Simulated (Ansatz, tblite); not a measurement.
Forces on (LiCl)3 ring (Li3Cl3) at its PBE-D4/def2-SVP geometry. Total charge 0; singlet.

The xTB rows come from tblite.

GFN1-xTB (tblite), largest force 0.46 eV/Å:

```xyz
6
positions Å, forces eV/Å
Li   -0.020    1.862   -0.393    0.003   -0.232    0.049
Cl    2.038    1.154   -0.385   -0.395   -0.224    0.075
Li    1.654   -0.937    0.085   -0.206    0.117   -0.011
Cl    0.025   -2.322    0.490   -0.005    0.450   -0.095
Li   -1.635   -0.925    0.309    0.204    0.115   -0.038
Cl   -2.063    1.168   -0.105    0.400   -0.227    0.020
```

GFN2-xTB (tblite), largest force 0.56 eV/Å:

```
Li 0.001 -0.058 0.012
Cl -0.479 -0.271 0.090
Li -0.051 0.029 -0.003
Cl -0.006 0.545 -0.115
Li 0.051 0.029 -0.010
Cl 0.484 -0.274 0.025
```

PBE-D4/def2-TZVP (Ansatz), largest force 0.03 eV/Å:

```
Li 0.000 0.024 -0.005
Cl 0.020 0.011 -0.004
Li 0.022 -0.012 0.001
Cl 0.000 -0.023 0.005
Li -0.021 -0.012 0.004
Cl -0.020 0.011 -0.001
```
